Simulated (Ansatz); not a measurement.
Geometry optimisation, Ansatz 0.2.0, RKS B3LYP-D4/def2-SVP.

Input file:

```yaml
crystal:
  periodic: [false, false, false]
  atoms:
    - { symbol: In, position_ang: [0.949579, -1.965902, 0.541359] }
    - { symbol: H, position_ang: [-0.534549, -0.899927, 0.261924] }
    - { symbol: O, position_ang: [-0.840117, -1.271118, -0.656865] }
    - { symbol: O, position_ang: [-0.021605, -0.309586, 1.56055] }
    - { symbol: H, position_ang: [0.143851, 0.905211, 0.121822] }
    - { symbol: "N", position_ang: [0.370404, 1.116385, -0.858861] }
    - { symbol: H, position_ang: [-0.510322, -0.524027, -1.212208] }
    - { symbol: H, position_ang: [-0.683753, -0.414261, 2.256619] }
    - { symbol: H, position_ang: [1.335136, 1.454045, -0.875536] }
    - { symbol: H, position_ang: [-0.208624, 1.909179, -1.138804] }
basis:
  gaussian: { orbitals: def2-SVP }
hamiltonian:
  xc: b3lyp
  dispersion: d4
relax:
  f_tol: 0.03
  max_steps: 50
```

Run as:

```bash
$ ansatz run input.yaml --threads 2 --pin off --max-ram 3072MiB --backend cpu --events-out ev --progress --plain --runs-dir out
```

Question: Where does it end, and by what steps?

Answer: The run converged. After 12 steps the energy has fallen by 1.011 eV; H2 moved furthest, 0.70 Å. Parted: In1–H2.

```tsv
step	energy less start (eV)	largest force component (eV/Å)	accepted
0	0.0000	3.044	yes
1	-0.7134	0.939	yes
2	-0.8251	1.040	yes
3	-0.8658	1.106	yes
4	-0.9455	0.389	yes
5	-0.9514	0.838	yes
6	-1.0016	0.200	yes
7	-1.0005	0.167	no
8	-1.0086	0.081	yes
9	-1.0082	0.188	no
10	-1.0099	0.054	yes
11	-1.0104	0.033	yes
12	-1.0106	0.012	yes
```

```xyz
10
Properties=species:S:1:pos:R:3
In 0.997 -2.069 0.769
H -1.162 -0.987 -0.046
O -0.747 -1.339 -0.863
O -0.186 -0.432 1.519
H 0.210 0.949 0.177
N 0.357 1.165 -0.823
H -0.323 -0.498 -1.192
H -0.225 -0.228 2.463
H 1.320 1.483 -0.938
H -0.242 1.956 -1.065
```

Run time: 30 s on 2 threads of Arm Neoverse V2, on a shared host, peak memory 0.21 GiB.
